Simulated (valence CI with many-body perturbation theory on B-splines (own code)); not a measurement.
Lu LVII: calculated level list

Computed by relativistic CI+MBPT: five valence electrons over a frozen Dirac-Fock core [Ne], radial functions for each j: 11 s, 11 p, 10 d, 8 f, 5 g, 2 h, with the one-electron correlation potential Σ1 (screened to all orders), the two-electron term Σ2, the three-electron term Σ3, Breit, model QED; selected single and double excitations, second order for the rest, scaled by the run's own slope (own B-spline code, finite nucleus).

No measured spectrum was set against this ion. As an estimate, large intervals hold to a few tenths of a per cent, small ones and those within an open d or f shell to about a per cent. Among the levels kept, up to 3000 cm⁻¹ of a level comes from second order outside the variational space, and about a tenth of that is noise between levels of different J, which matters for small intervals.

Levels 136 to 166 of 166, with energies above the lowest level, (3s^2 3p1/2^2 3p3/2) J=3/2. "Leading %" is the weight of the configuration and term that name the level; weights of strongly mixed levels are sums over their largest components and can fall short. In the jj column 3d3/2^4 stands for four electrons in 3d with j = 3/2.

| No. | Configuration | Term | J | E (eV) | Leading % | Leading jj | g | Second component |
| --- | --- | --- | --- | --- | --- | --- | --- | --- |
| 136 | 3s 3p3 3d | 2D° | 3/2 | 1082.8 | 22 | 3s 3p1/2 3p3/2^2 3d5/2 (73 %) | 1.171 | 20 % 3s 3p3 3d 2P° |
| 137 | 3s2 3p 3d2 | 4G° | 9/2 | 1094.3 | 47 | 3s^2 3p3/2 3d3/2 3d5/2 (79 %) | 1.174 | 17 % 3s2 3p 3d2 4F° |
| 138 | 3s2 3p 3d2 | 2H° | 11/2 | 1099.5 | 54 | 3s^2 3p3/2 3d3/2 3d5/2 (90 %) | 1.163 | 44 % 3s2 3p 3d2 4G° |
| 139 | 3s2 3p 3d2 | 4F° | 7/2 | 1100.2 | 29 | 3s^2 3p3/2 3d3/2 3d5/2 (77 %) | 1.205 | 17 % 3s2 3p 3d2 4D° |
| 140 | 3s2 3p 3d2 | 4D° | 5/2 | 1106.7 | 43 | 3s^2 3p3/2 3d3/2 3d5/2 (87 %) | 1.360 | 27 % 3s2 3p 3d2 4P° |
| 141 | 3s2 3p 3d2 | 4D° | 3/2 | 1107.7 | 34 | 3s^2 3p3/2 3d3/2 3d5/2 (79 %) | 1.149 | 23 % 3s2 3p 3d2 2D° |
| 142 | 3s2 3p 3d2 | 2F° | 5/2 | 1107.8 | 21 | 3s^2 3p3/2 3d3/2 3d5/2 (82 %) | 1.147 | 18 % 3s2 3p 3d2 4P° |
| 143 | 3s2 3p 3d2 | 2G° | 7/2 | 1108.4 | 34 | 3s^2 3p3/2 3d3/2 3d5/2 (91 %) | 1.121 | 23 % 3s2 3p 3d2 4D° |
| 144 | 3s2 3p 3d2 | 2S° | 1/2 | 1111.8 | 31 | 3s^2 3p3/2 3d3/2 3d5/2 (72 %) | 1.689 | 20 % 3s2 3p 3d2 4P° |
| 145 | 3p4 3d | 4D | 3/2 | 1125.1 | 18 | 3p1/2^2 3p3/2^2 3d3/2 (51 %) | 1.015 | 11 % 3p4 3d 2D |
| 146 | 3s2 3p 3d2 | 2G° | 7/2 | 1125.5 | 36 | 3s^2 3p3/2 3d3/2 3d5/2 (83 %) | 1.125 | 16 % 3s2 3p 3d2 4F° |
| 147 | 3s2 3p 3d2 | 2D° | 5/2 | 1131.4 | 32 | 3s^2 3p3/2 3d3/2 3d5/2 (76 %) | 1.160 | 13 % 3s2 3p 3d2 4D° |
| 148 | 3s2 3p 3d2 | 2G° | 9/2 | 1132.9 | 70 | 3s^2 3p3/2 3d3/2 3d5/2 (90 %) | 1.078 | 15 % 3s2 3p 3d2 2H° |
| 149 | 3s2 3p 3d2 | 2D° | 3/2 | 1135.8 | 38 | 3s^2 3p3/2 3d3/2 3d5/2 (83 %) | 0.927 | 14 % 3s2 3p 3d2 4F° |
| 150 | 3p4 3d | 4D | 5/2 | 1138.6 | 18 | 3s 3p1/2 3p3/2 3d3/2^2 (49 %) | 1.091 | 12 % 3s 3p2 3d2 6G |
| 151 | 3s 3p2 3d2 | 6F | 1/2 | 1138.7 | 34 | 3s 3p1/2 3p3/2 3d3/2^2 (67 %) | 0.470 | 21 % 3s 3p2 3d2 4D |
| 152 | 3s2 3p 3d2 | 4S° | 3/2 | 1138.9 | 28 | 3s^2 3p3/2 3d3/2 3d5/2 (79 %) | 1.362 | 22 % 3s2 3p 3d2 2D° |
| 153 | 3s2 3p 3d2 | 2F° | 5/2 | 1142.4 | 50 | 3s^2 3p3/2 3d3/2 3d5/2 (81 %) | 1.004 | 28 % 3s2 3p 3d2 2D° |
| 154 | 3s2 3p 3d2 | 2P° | 1/2 | 1144.7 | 73 | 3s^2 3p3/2 3d3/2 3d5/2 (86 %) | 0.670 | 15 % 3s2 3p 3d2 4D° |
| 155 | 3p4 3d | 2F | 7/2 | 1148.2 | 25 | 3p1/2^2 3p3/2^2 3d3/2 (78 %) | 1.083 | 24 % 3p4 3d 2G |
| 156 | 3s 3p2 3d2 | 6F | 3/2 | 1151.0 | 27 | 3s 3p1/2 3p3/2 3d3/2^2 (65 %) | 0.898 | 15 % 3s 3p2 3d2 6G |
| 157 | 3s2 3p 3d2 | 4G° | 11/2 | 1151.8 | 53 | 3s^2 3p3/2 3d5/2^2 (91 %) | 1.178 | 45 % 3s2 3p 3d2 2H° |
| 158 | 3s 3p2 3d2 | 6F | 1/2 | 1152.4 | 27 | 3p1/2^2 3p3/2^2 3d3/2 (50 %) | 0.800 | 26 % 3p4 3d 4P |
| 159 | 3s 3p2 3d2 | 6G | 5/2 | 1154.8 | 20 | 3s 3p1/2 3p3/2 3d3/2^2 (51 %) | 1.073 | 16 % 3p4 3d 4D |
| 160 | 3s 3p2 3d2 | 6G | 7/2 | 1156.3 | 26 | 3s 3p1/2 3p3/2 3d3/2^2 (88 %) | 1.077 | 24 % 3s 3p2 3d2 4G |
| 161 | 3s2 3p 3d2 | 2D° | 5/2 | 1157.4 | 37 | 3s^2 3p3/2 3d5/2^2 (84 %) | 1.179 | 23 % 3s2 3p 3d2 2F° |
| 162 | 3s2 3p 3d2 | 2F° | 7/2 | 1160.9 | 48 | 3s^2 3p3/2 3d5/2^2 (94 %) | 1.219 | 32 % 3s2 3p 3d2 4D° |
| 163 | 3p4 3d | 2D | 3/2 | 1164.9 | 43 | 3p1/2^2 3p3/2^2 3d3/2 (74 %) | 0.887 | 15 % 3p4 3d 4F |
| 164 | 3s2 3p 3d2 | 4F° | 9/2 | 1166.3 | 48 | 3s^2 3p3/2 3d5/2^2 (94 %) | 1.205 | 42 % 3s2 3p 3d2 2G° |
| 165 | 3s 3p2 3d2 | 2G | 9/2 | 1168.0 | 22 | 3s 3p1/2 3p3/2 3d3/2^2 (91 %) | 1.137 | 17 % 3s 3p2 3d2 4F |
| 166 | 3s2 3p 3d2 | 2P° | 1/2 | 1179.8 | 67 | 3s^2 3p3/2 3d5/2^2 (88 %) | 0.906 | 18 % 3s2 3p 3d2 2S° |

Where two levels of one J and parity lie close, their mixing, g and order are uncertain.
